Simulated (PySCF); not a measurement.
Continuum solvent and chemical shifts

Atoms are numbered as in `[BH:1]1[CH:2]=[CH:3][BH:4][CH:5]=[CH:6]1` (H(Xn): hydrogen on atom n).

GIAO PBE0/pcSseg-1 in PySCF 2.14 on one PBE0-D3(BJ)/def2-SVP conformer, non-relativistic, equivalent nuclei averaged. Solvents enter as an IEF-PCM continuum (cyclohexane with ε = 2.0, chloroform with ε = 4.7) around the gas-phase geometry. Shifts are referred to BF3·OEt2, TMS computed in the same medium.

Gas phase, δ in ppm: B1/B4 62.1, C2/C3/C5/C6 163.1, H(C2)/H(C3)/H(C5)/H(C6) 7.47, H(B1)/H(B4) 6.26. Dipole moment 0.24 D.

(1) How does each δ change in the continuum?

(2) Which nuclei move most (in ppm), and what does the model miss?

## Answers

(1) 
| atoms | environment | Δδ, cyclohexane | Δδ, chloroform |
| --- | --- | --- | --- |
| B1/B4 | boron bonded to 2 C, H, in a 6-membered ring | +3.0 | +3.1 |
| C2/C3/C5/C6 | alkene CH | +8.3 | +8.9 |
| H(C2)/H(C3)/H(C5)/H(C6) | hydrogen on an alkene CH | +0.07 | +0.11 |
| H(B1)/H(B4) | hydrogen on a boron bonded to 2 C, in a 6-membered ring | +0.05 | +0.02 |

Changes are relative to the gas phase. The dipole moment becomes 0.01 D in cyclohexane, 0.01 D in chloroform.

(2) C2/C3/C5/C6 (alkene CH, +8.9 ppm) in chloroform. A continuum only polarises the solute; specific hydrogen bonds, the anisotropy of aromatic solvents and changes of geometry or conformer are outside it.
